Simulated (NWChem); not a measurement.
# Excited singlets of I2Sn by symmetry

```xyz
3

Sn     0.0000     0.0000    -1.1880
I     -2.1161     0.0000     0.5604
I      2.1161     0.0000     0.5604
```
Charge 0, spin multiplicity 1.

The numbers come from NWChem runs, not from measurements. All single points use one geometry, from PBE0/def2-SVP with def2 effective core potentials on Sn, I, a minimum by its harmonic frequencies.

Basis set: def2-SVP. Symmetry labels belong to the abelian group C2v used in the runs, with the axes of the coordinates shown. Entries are the lowest vertical excitation energy of each symmetry in eV (for CIS and TDDFT among the lowest few roots); a state of one symmetry need not have the same character in every method. Symmetries that some method's roots don't reach, or where a double excitation leads the EOM-CCSD root, are left out.

Effective core potentials replace the inner electrons of Sn, I; spin-orbit coupling is left out. The correlated methods keep 12 core orbitals frozen. B3LYP has NWChem's definition, with VWN1-RPA local correlation. The structure started from a generated list of species. Coupled-cluster values serve here as a point of comparison, not as the truth.

```json
[
 {"method": "CIS", "b2": "3.25", "a2": "4.25", "b1": "4.75", "a1": "5.12"},
 {"method": "TD-PBE", "b2": "2.53", "a2": "2.39", "b1": "3.08", "a1": "3.65"},
 {"method": "TD-B3LYP", "b2": "2.67", "a2": "2.64", "b1": "3.28", "a1": "3.83"},
 {"method": "TD-LDA (SVWN5)", "b2": "2.50", "a2": "2.33", "b1": "3.05", "a1": "3.65"},
 {"method": "EOM-CCSD", "b2": "2.91", "a2": "3.24", "b1": "3.70", "a1": "4.28"}
]
```
